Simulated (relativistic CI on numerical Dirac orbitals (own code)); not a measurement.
## d1 to d9 in one tetrahedral field

Computed with a parametric ligand-field model without spin-orbit coupling, by exact diagonalisation: B = 870, C = 3750, 10Dq = -7700 cm⁻¹ (Td; |10Dq|/B = 8.9) for every shell. Energies in cm⁻¹; the field energy is (0.6 n_e − 0.4 n_t2) × 10Dq of the ground term; g labels are left out.

| Shell | Ground term | Electrons in e | Field energy | First spin-allowed bands | Lowest term of other spin |
| --- | --- | --- | --- | --- | --- |
| d1 | 2E | 1.000 | -4620 | 2T2 7700 |  |
| d2 | 3A2 | 2.000 | -9240 | 3T2 7700, 3T1 12855 | 1E 13920 |
| d3 | 4T1 | 1.915 | -5505 | 4T2 6681, 4A2 14381 | 2E 9865 |
| d4 | 5T2 | 2.000 | -3080 | 5E 7700 | 3T1 13078 |
| d5 | 6A1 | 2.000 | 0 | none | 4T1 22241 |
| d6 | ? | ? | ? | ? | ? |
| d7 | 4A2 | 4.000 | -9240 | 4T2 7700, 4T1 12855 | 2E 16983 |
| d8 | 3T1 | 3.915 | -5505 | 3T2 6681, 3A2 14381 | 1T2 13172 |
| d9 | 2T2 | 4.000 | -3080 | 2E 7700 |  |

Problem. Fill in the row of d6.

Solution. Ground term: 5E; Electrons in e: 3.000; Field energy: -4620; First spin-allowed bands: 5T2 7700; Lowest term of other spin: 3T1 13696. Every shell keeps the spin of the free ion. Tetrahedral fields of 3d complexes are almost always too weak to pair spins. High-spin d^(n+5) repeats the spin-allowed bands of d^n, since the half-filled shell is spherical.
